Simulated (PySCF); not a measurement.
C9H7BFN, SMILES `Bc1cc(F)c2ccccc2n1`, neutral singlet in the gas phase. 

Cartesian coordinates (Å):
SMILES: c1c2nc(B)cc(F)c2ccc1
```xyz
19

B     -3.4094     0.1141    -1.1539
C     -2.0212    -0.0100    -0.4610
C     -1.9173    -0.4749     0.8879
C     -0.6764    -0.5706     1.4643
F     -0.5398    -1.0003     2.7231
C      0.4884    -0.2180     0.7421
C      1.7995    -0.2943     1.2777
C      2.8781     0.0696     0.4998
C      2.6903     0.5210    -0.8336
C      1.4269     0.6034    -1.3740
C      0.2833     0.2373    -0.6062
N     -0.9412     0.3322    -1.1727
H     -3.4796     0.5123    -2.2859
H     -4.4085    -0.1910    -0.5485
H     -2.8081    -0.7502     1.4539
H      1.9342    -0.6421     2.3028
H      3.8889     0.0114     0.9102
H      3.5600     0.8039    -1.4311
H      1.2519     0.9463    -2.3949
```
Charge 0, spin multiplicity 1.

All levels are single points at this geometry (B3LYP-D3(BJ)/def2-SVP); Pople sets use spherical d functions. Orbital energies aren't observables, and empty levels follow the basis.

```csv
level,HOMO (eV),LUMO (eV),gap (eV),dipole (D),"vertical IE, Delta-SCF (eV)"
B3LYP-D3(BJ)/def2-TZVP in PySCF,-6.86,-2.81,4.05,2.30,8.64
B3LYP/3-21G in PySCF,-6.65,-2.49,4.16,2.48,–
B3LYP/6-311+G** in PySCF,-6.91,-2.85,4.06,2.23,–
M06-2X/6-31G* in PySCF,-7.81,-1.53,6.28,2.00,–
SVWN5/6-31G* in PySCF,-5.76,-3.35,2.41,2.74,–
HF/STO-3G in PySCF,-6.63,4.21,10.84,1.64,–
```
